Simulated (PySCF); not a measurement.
C₂H₈AlFSi, SMILES [CH3][Al]([CH3])[SiH2]F.

Geometry: ωB97X-D3(BJ)/def2-SVP. The structure was generated by enumeration; whether it is a known compound was not checked. Other conformers were not sampled.

Level of theory: PySCF with r2SCAN/def2-TZVP.

Gas-phase values at a fixed geometry.

Task: Estimate the frontier levels, gap, dipole moment and polarisability. (An estimate is asked for; the answer gives what the named calculation found.)

Result: 
```yaml
highest_occupied_level: -6.30 eV
lowest_empty_level: -2.05 eV
orbital_gap: 4.25 eV
dipole_moment: 2.22 D
quadrupole, principal values (traceless, Buckingham form, about the centre of nuclear charge): -7.09, 0.12, 6.97 D·Å
mean_static_polarisability: 81.2 bohr³ (12.03 Å³)
polarisability_principal_values: 67.5, 81.8, 94.2 bohr³
```
